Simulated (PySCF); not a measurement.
Molecule: C5H11O (charge 0, doublet). It need not be the lowest isomer of its formula. 
Geometry from a B3LYP-D3(BJ)/def2-TZVP (Ansatz) optimisation:
SMILES: CC[CH]CCO
```xyz
17

C      2.5464     0.2370    -0.5599
C      1.7252    -0.4656     0.5349
C      0.5657     0.3352     1.0158
C     -0.8454    -0.0731     0.7865
C     -1.3323     0.2174    -0.6455
O     -2.6928    -0.1432    -0.8480
H      1.9372     0.4274    -1.4451
H      3.4023    -0.3722    -0.8585
H      2.9242     1.1975    -0.2040
H      2.3998    -0.6872     1.3732
H      1.3764    -1.4336     0.1623
H      0.7641     1.3155     1.4353
H     -1.5208     0.4369     1.4773
H     -0.9554    -1.1524     0.9619
H     -0.6815    -0.2892    -1.3685
H     -1.2769     1.2878    -0.8446
H     -2.7851    -1.0900    -0.6960
```
Charge 0, spin multiplicity 2.

Dispersion corrections to the total energy (kcal/mol) from the dftd3 and dftd4 libraries through PySCF: D3(BJ) without and D4 with the three-body term, each with the damping fitted for the functional named.

```json
[
 {"functional": "BP86", "D3(BJ)": "-11.60", "D4": "-9.29"},
 {"functional": "LC-wPBE", "D3(BJ)": "[?]", "D4": "-7.82"},
 {"functional": "BLYP", "D3(BJ)": "[?]", "D4": "-15.78"},
 {"functional": "TPSS", "D3(BJ)": "-9.74", "D4": "-9.63"},
 {"functional": "HF", "D3(BJ)": "-57.52", "D4": "-26.42"},
 {"functional": "CAM-B3LYP", "D3(BJ)": "-5.79", "D4": "[?]"},
 {"functional": "B2PLYP", "D3(BJ)": "-5.81", "D4": "-5.01"}
]
```

Task: Complete the blanks.

Result: 
- LC-wPBE, D3(BJ): -7.06
- BLYP, D3(BJ): -15.98
- CAM-B3LYP, D4: -6.00
